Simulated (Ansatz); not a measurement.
Ansatz results at the PBE0-D4/def2-TZVP geometry: LUMO energy (PBE/def2-TZVPP) -1.13 eV; HOMO–LUMO gap (PBE0/def2-TZVPP) 6.57 eV; HOMO–LUMO gap (B3LYP/def2-TZVPP) 6.10 eV.

Each molecule was computed in one conformer, which needn't be the lowest.

Question: Which molecule gave them?
A. `F[SiH]([SiH3])C[SiH3]`
B. `COBCS`
C. `B[SiH2]Br`
D. `BOCCS`

Answer: B. The others give `F[SiH]([SiH3])C[SiH3]`: -1.31, 7.69, 7.35; `B[SiH2]Br`: -3.81, 5.24, 4.80; `BOCCS`: -1.53, 6.61, 6.12.

B3LYP here is the variant with VWN-RPA as its local correlation; programs differ in this.
